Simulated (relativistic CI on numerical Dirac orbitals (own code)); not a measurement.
## Magnetism of Ag4+, 4d7, in a crystal field

Calculated by Dirac-Coulomb-Breit CI, orbitals from a KLI potential per configuration, QED by a radiative potential, one configuration in a parametric crystal field, unscaled Slater integrals (own radial code). With so little scaling, terms lie 10 to 35 % too far apart, which can change the order of excited levels.

Field parameters in Wybourne normalisation: Oh B⁴₀ = 21Dq, B⁴₄ = √(5/14) B⁴₀. The field is a parameter set, without covalency.

S is read from ⟨S²⟩ = S(S + 1).

Powder χT (cm³ K mol⁻¹) by Van Vleck's formula, with temperature-independent terms:

```
                Field    2 K    5 K   10 K   20 K   50 K  100 K  200 K  300 K
 Oh, 10Dq = 7250 cm⁻¹   2.17   2.18   2.21   2.25   2.37   2.57   2.97   3.34
Oh, 10Dq = 13050 cm⁻¹   2.01   2.02   2.04   2.07   2.17   2.34   2.68      3
Oh, 10Dq = 18850 cm⁻¹   1.91   1.92   1.94   1.98    2.1    2.3   2.67   2.94
Oh, 10Dq = 24650 cm⁻¹   0.64  0.641  0.642  0.644  0.652  0.664  0.688  0.713
Oh, 10Dq = 30450 cm⁻¹  0.516  0.516  0.517  0.518  0.522  0.528  0.541  0.553
Oh, 10Dq = 36250 cm⁻¹  0.478  0.479  0.479   0.48  0.483  0.488  0.498  0.508
Oh, 10Dq = 42050 cm⁻¹  0.459  0.459   0.46  0.461  0.463  0.467  0.476  0.484
```

Question: For Oh, 10Dq = 7250 cm⁻¹: what effective moment follows at 300 K?

Answer: μ_eff = √(8χT) = 5.17 μB. The ground level has S = 1.49; the spin-only moment for S = 3/2 is 3.88 μB. The difference comes from the orbital moment, spin-orbit mixing of terms and temperature-independent paramagnetism, all larger in this ionic model than in covalent complexes.
